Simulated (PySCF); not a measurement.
## Nitrogen: a sound run and one with changed settings

Sound run: N²⁺ [He] 2s2 2p1, N³⁺ [He] 2s2. All numbers are calculated (PySCF 2.14, the spin-free X2C one-electron Hamiltonian (Gaussian nucleus), in jorge-DZP-DKH (4s2p1d, 15 functions)). The sound run starts from symmetry-adapted Hartree-Fock orbitals and uses a fine grid where one is needed.

Changed run: radial step 0.5 in ln r (0.13 in the sound run). This setting is unsound on purpose.

| species | method | sound run (hartree) | changed run (hartree) | converged |
| --- | --- | --- | --- | --- |
| N²⁺ | UHF | -52.83744 | -52.83744 | yes |
| N²⁺ | PBE | -52.91145 | -52.91427 | yes |
| N²⁺ | BP86 | -52.97011 | -52.97157 | yes |
| N³⁺ | UHF | -51.10313 | -51.10313 | yes |
| N³⁺ | PBE | -51.15170 | -51.15529 | yes |
| N³⁺ | BP86 | -51.20906 | -51.21140 | yes |

Ionisation energy of N²⁺:

```json
{"method": "UHF", "sound run (eV)": "47.193", "changed run (eV)": "47.193"}
{"method": "PBE", "sound run (eV)": "47.885", "changed run (eV)": "47.864"}
{"method": "BP86", "sound run (eV)": "47.921", "changed run (eV)": "47.897"}
```

A coarse radial grid mis-integrates the density and the exchange-correlation energy, with errors of either sign; Hartree-Fock needs no grid.

For comparison, NIST gives 47.445 eV between the lowest levels.
